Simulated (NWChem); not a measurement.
Species: BiHF2; SMILES [F][BiH][F]

```xyz
4

Bi    -0.1943     0.0099     0.0000
H     -0.3038    -1.8028     0.0000
F      1.1570     0.0464     1.5138
F      1.1570     0.0464    -1.5138
```
Atoms are numbered in this order, from 1.

Level: PBE0/def2-SVP with def2 effective core potentials on Bi (NWChem), optimised geometry, unscaled harmonic frequencies. def2 effective core potentials on Bi; no spin-orbit coupling.

List the harmonic frequencies with IR intensities, and the thermochemistry.


```csv
frequency (cm⁻¹),IR intensity (km/mol)
173,8.6
585,47.2
595,43.9
599,43.2
607,32.5
1790,323.5
```

```json
{
 "zero_point_energy": "6.2 kcal/mol",
 "thermal correction to the enthalpy at 298.15 K (with zero-point energy)": "9.4 kcal/mol",
 "heat capacity Cv": "12.0 cal/(mol K)",
 "entropy at 298.15 K and 1 atm (symmetry number 1)": "71.8 cal/(mol K)"
}
```

Rigid rotor and harmonic oscillator.
